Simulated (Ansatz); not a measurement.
The cluster Cu3H4, relaxed as a doublet with UKS PBE-D4/def2-SVP in Ansatz, starting from the GFN1-xTB geometry. Force threshold 0.02 eV/Å.

The relaxation made no stability test and no search for a lower SCF solution. The structure comes from a short search, and lower isomers may exist.

Start:

```tsv
atom	x (Å)	y (Å)	z (Å)
Cu1	0.4074	-1.0371	-0.5575
Cu2	-0.4296	1.0710	-1.1500
Cu3	-0.1961	0.5073	1.1145
H4	-0.1743	-2.1495	0.2135
H5	0.9747	0.1636	1.9389
H6	-1.2388	1.3802	0.1909
H7	0.6568	0.0645	-1.7504
```

```tsv
step	energy (eV)	largest force component (eV/Å)	SCF passes
1	-133947.0815	0.630	22
2	-133947.2756	0.283	29
3	-133947.3441	0.107	27
4	-133947.3524	0.052	25
5	-133947.3596	0.146	28
6	-133947.3683	0.168	27
7 (rejected)	-133947.3382	0.551	31
8	-133947.3854	0.240	27
9	-133947.4097	0.263	27
10	-133947.4638	0.552	31
11	-133947.5768	0.209	34
12	-133947.5864	0.273	30
13	-133947.6028	0.084	27
14	-133947.6040	0.010	24
15	-133947.6041	0.007	23
```

Force components are those of the run's own axes.

End:

```tsv
atom	x (Å)	y (Å)	z (Å)
Cu1	0.532	-1.060	-0.981
Cu2	-0.442	1.013	-1.170
Cu3	-0.118	0.168	1.065
H4	0.591	-1.299	0.620
H5	0.101	-0.373	2.494
H6	-0.781	1.620	0.274
H7	0.117	-0.069	-2.301
```

Bonds formed: Cu3–H4 (atoms count from 1).

The force fell under the threshold at step 14, but the optimiser went on. No frequencies were taken in this run, so the end may be a saddle point.

It took 30 s on 4 threads of Arm Neoverse V1 on a shared host.
